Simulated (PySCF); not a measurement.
PySCF input file for Sb(F)3 cation (F₃Sb), SMILES [F][Sb]([F])[F] (connectivity only; charge and spin as stated), charge +1, multiplicity 2, TDA-PBE/def2-SVPD. The structure is a stationary point at B3LYP-D3(BJ)/def2-SVP. The multiplicity is an assumed one; other spin states were not compared. The isomer is the one that the SMILES or the coordinates give; other isomers of the formula were not compared. The def2 effective core potentials stand for the cores of Sb; spin–orbit coupling is left out.

```python
import numpy as np
from pyscf import gto, scf, dft, tdscf

mol = gto.M(
    atom='''
    Sb   -0.00000000    0.00000000    0.25895457
    F    -1.51080476   -0.87226353   -0.48913641
    F     0.00000000    1.74452706   -0.48913642
    F     1.51080475   -0.87226354   -0.48913641
    ''',
    basis='def2-SVPD',
    ecp={'Sb': 'def2-svp'},
    charge=1,
    spin=1,
    max_memory=1600,
    verbose=4,
)
mf = dft.UKS(mol, xc='pbe').density_fit(auxbasis='def2-universal-jkfit')
mf.grids.level = 3
mf.conv_tol = 1e-9
mf.max_cycle = 100
mf.kernel()
fine, coarse = mf.grids, dft.Grids(mol).set(level=1).build(with_non0tab=True)
for _ in range(3):  # follow internal instabilities
    mf.grids = coarse
    mo, _, stable, _ = mf.stability(return_status=True, nroots=4)
    mf.grids = fine
    if stable:
        break
    mf.kernel(mf.make_rdm1(mo, mf.mo_occ))
mf.grids = dft.Grids(mol).set(level=1).build(with_non0tab=True)  # coarser grid for the response kernel
td = tdscf.TDA(mf)
td.nstates = 10
td.conv_tol = 1e-4
td.positive_eig_threshold = 1e-6
td.kernel(x0=td.get_init_guess(mf, 15))
td.analyze(verbose=3)
```

Log of the run:

```
PySCF version 2.14.0

[INPUT] verbose = 4
[INPUT] num. atoms = 4
[INPUT] num. electrons = 49
[INPUT] charge = 1
[INPUT] spin (= nelec alpha-beta = 2S) = 1
[INPUT] symmetry False subgroup None
[INPUT] Mole.unit = angstrom
[INPUT] Symbol           X                Y                Z      unit          X                Y                Z       unit  Magmom
[INPUT]  1 Sb     0.000000000000   0.000000000000   0.258954570000 AA    0.000000000000   0.000000000000   0.489353216005 Bohr   0.0
[INPUT]  2 F     -1.510804760000  -0.872263530000  -0.489136410000 AA   -2.855007224089  -1.648339180146  -0.924333852453 Bohr   0.0
[INPUT]  3 F      0.000000000000   1.744527060000  -0.489136420000 AA    0.000000000000   3.296678360293  -0.924333871350 Bohr   0.0
[INPUT]  4 F      1.510804750000  -0.872263540000  -0.489136410000 AA    2.855007205192  -1.648339199044  -0.924333852453 Bohr   0.0

nuclear repulsion = 215.681779858085
number of shells = 39
number of NR pGTOs = 166
number of NR cGTOs = 101
basis = def2-SVPD
ecp = {'Sb': 'def2-svp'}


******** <class 'pyscf.df.df_jk.DFUKS'> ********
method = DFUKS
initial guess = minao
damping factor = 0
level_shift factor = 0
DIIS = <class 'pyscf.scf.diis.CDIIS'>
diis_start_cycle = 1
diis_space = 8
diis_damp = 0
SCF conv_tol = 1e-09
SCF conv_tol_grad = None
SCF max_cycles = 100
direct_scf = False
number electrons alpha = 25  beta = 24
XC library pyscf.dft.libxc version 7.1.2
    S. Lehtola, C. Steigemann, M. J. T. Oliveira, and M. A. L. Marques,  SoftwareX 7, 1–5 (2018)
XC functionals = pbe
    J. P. Perdew, K. Burke, and M. Ernzerhof,  Phys. Rev. Lett. 77, 3865 (1996)
    J. P. Perdew, K. Burke, and M. Ernzerhof,  Phys. Rev. Lett. 78, 1396 (1997)
    J. P. Perdew, K. Burke, and M. Ernzerhof,  Phys. Rev. Lett. 77, 3865 (1996)
    J. P. Perdew, K. Burke, and M. Ernzerhof,  Phys. Rev. Lett. 78, 1396 (1997)
radial grids:
    Treutler-Ahlrichs [JCP 102, 346 (1995); DOI:10.1063/1.469408] (M4) radial grids

becke partition: Becke, JCP 88, 2547 (1988); DOI:10.1063/1.454033
pruning grids: <function nwchem_prune>
grids dens level: 3
symmetrized grids: False
atomic radii adjust function: <function treutler_atomic_radii_adjust>
small_rho_cutoff = 0
Set gradient conv threshold to 3.16228e-05
tot grids = 64744
init E= -513.851006375157
  alpha nocc = 25  HOMO = -0.85625861063749  LUMO = -0.714540259948435
  beta  nocc = 24  HOMO = -0.862302627066542  LUMO = -0.856258610637488

WARN: HOMO -0.85625861063749 >= LUMO -0.856258610637488

cycle= 1 E= -537.543739582126  delta_E= -23.7  |g|= 2.02  |ddm|= 8.95
  alpha nocc = 25  HOMO = -0.3301120803557  LUMO = -0.173535402703205
  beta  nocc = 24  HOMO = -0.728889890719002  LUMO = -0.324036972719185
  HOMO = -0.330112080356  LUMO = -0.324036972719  gap/eV = 0.16531
cycle= 2 E= -536.596901215528  delta_E= 0.947  |g|= 2.53  |ddm|= 7.34
  alpha nocc = 25  HOMO = -0.49639356543469  LUMO = -0.261305306763634
  beta  nocc = 24  HOMO = -0.523662690370295  LUMO = -0.472220126673733
  HOMO = -0.496393565435  LUMO = -0.472220126674  gap/eV = 0.65779
cycle= 3 E= -538.794535072086  delta_E= -2.2  |g|= 0.691  |ddm|= 2.59
  alpha nocc = 25  HOMO = -0.608183451615133  LUMO = -0.361692638588373
  beta  nocc = 24  HOMO = -0.659940621878084  LUMO = -0.580421824223603
  HOMO = -0.608183451615  LUMO = -0.580421824224  gap/eV = 0.75543
cycle= 4 E= -538.918987265527  delta_E= -0.124  |g|= 0.276  |ddm|= 0.783
  alpha nocc = 25  HOMO = -0.589162989903027  LUMO = -0.343294029826547
  beta  nocc = 24  HOMO = -0.617908649271658  LUMO = -0.556333961127528
  HOMO = -0.589162989903  LUMO = -0.556333961128  gap/eV = 0.89332
cycle= 5 E= -538.944734501591  delta_E= -0.0257  |g|= 0.0585  |ddm|= 0.295
  alpha nocc = 25  HOMO = -0.58564606020504  LUMO = -0.339974356427726
  beta  nocc = 24  HOMO = -0.619323942130912  LUMO = -0.551961717920101
  HOMO = -0.585646060205  LUMO = -0.55196171792  gap/eV = 0.91660
cycle= 6 E= -538.946499601617  delta_E= -0.00177  |g|= 0.00407  |ddm|= 0.0839
  alpha nocc = 25  HOMO = -0.585988725835076  LUMO = -0.339440726874433
  beta  nocc = 24  HOMO = -0.619199267536691  LUMO = -0.551782172016107
  HOMO = -0.585988725835  LUMO = -0.551782172016  gap/eV = 0.93081
cycle= 7 E= -538.946505501871  delta_E= -5.9e-06  |g|= 0.00198  |ddm|= 0.00771
  alpha nocc = 25  HOMO = -0.586077596739003  LUMO = -0.339639274161
  beta  nocc = 24  HOMO = -0.619281719617543  LUMO = -0.551781485459575
  HOMO = -0.586077596739  LUMO = -0.55178148546  gap/eV = 0.93324
cycle= 8 E= -538.946502229242  delta_E= 3.27e-06  |g|= 0.00352  |ddm|= 0.00486
  alpha nocc = 25  HOMO = -0.586111988053133  LUMO = -0.339702892101968
  beta  nocc = 24  HOMO = -0.61931231022545  LUMO = -0.551783182016209
  HOMO = -0.586111988053  LUMO = -0.551783182016  gap/eV = 0.93413
cycle= 9 E= -538.94650723403  delta_E= -5e-06  |g|= 0.000307  |ddm|= 0.0033
  alpha nocc = 25  HOMO = -0.586134614412554  LUMO = -0.339693701922077
  beta  nocc = 24  HOMO = -0.619292091822175  LUMO = -0.55178627484872
  HOMO = -0.586134614413  LUMO = -0.551786274849  gap/eV = 0.93467
cycle= 10 E= -538.946507281659  delta_E= -4.76e-08  |g|= 6.06e-05  |ddm|= 0.000481
  alpha nocc = 25  HOMO = -0.586138286673258  LUMO = -0.339699950522502
  beta  nocc = 24  HOMO = -0.619290368298511  LUMO = -0.551784228868964
  HOMO = -0.586138286673  LUMO = -0.551784228869  gap/eV = 0.93482
cycle= 11 E= -538.946507283319  delta_E= -1.66e-09  |g|= 7.24e-06  |ddm|= 8.06e-05
  alpha nocc = 25  HOMO = -0.586137375905757  LUMO = -0.33969868079181
  beta  nocc = 24  HOMO = -0.61928805779564  LUMO = -0.55178344152128
  HOMO = -0.586137375906  LUMO = -0.551783441521  gap/eV = 0.93482
cycle= 12 E= -538.946507283355  delta_E= -3.64e-11  |g|= 2.64e-06  |ddm|= 1.69e-05
  alpha nocc = 25  HOMO = -0.586137473749659  LUMO = -0.339699333561648
  beta  nocc = 24  HOMO = -0.619288996845172  LUMO = -0.551783658327125
  HOMO = -0.58613747375  LUMO = -0.551783658327  gap/eV = 0.93481
Extra cycle  E= -538.946507283344  delta_E= 1.07e-11  |g|= 6.14e-06  |ddm|= 1.18e-05
converged SCF energy = -538.946507283344  <S^2> = 0.7523558  2S+1 = 2.0023544
tot grids = 23928
uhf_internal: lowest eigs of H = [0.56640633 0.58173819 0.58722498 0.58876049]
<class 'pyscf.df.df_jk.DFUKS'> wavefunction is stable in the internal stability analysis
tot grids = 23928
Overwritten attributes  positive_eig_threshold  of <class 'pyscf.tdscf.uks.TDA'>


******** <class 'pyscf.tdscf.uks.TDA'> for <class 'pyscf.df.df_jk.DFUKS'> ********
nstates = 10
deg_eia_thresh = 1.000e-03
wfnsym = None
conv_tol = 0.0001
eigh lindep = 1e-12
eigh level_shift = 0
eigh max_cycle = 100


Excitation energies (eV)
[1.80394912 1.99159002 1.99170213 2.33605861 2.33610958 2.95651342
 4.35321301 4.35338874 6.40668506 7.06754405]

** Excitation energies and oscillator strengths **
Excited State   1:      1.80395 eV    687.29 nm  f=0.0000
Excited State   2:      1.99159 eV    622.54 nm  f=0.0000
Excited State   3:      1.99170 eV    622.50 nm  f=0.0000
Excited State   4:      2.33606 eV    530.74 nm  f=0.0073
Excited State   5:      2.33611 eV    530.73 nm  f=0.0073
Excited State   6:      2.95651 eV    419.36 nm  f=0.0121
Excited State   7:      4.35321 eV    284.81 nm  f=0.0306
Excited State   8:      4.35339 eV    284.80 nm  f=0.0306
Excited State   9:      6.40669 eV    193.52 nm  f=0.0223
Excited State  10:      7.06754 eV    175.43 nm  f=0.0523
```

Self-consistency was reached.

Cost: very roughly 120 core-seconds.
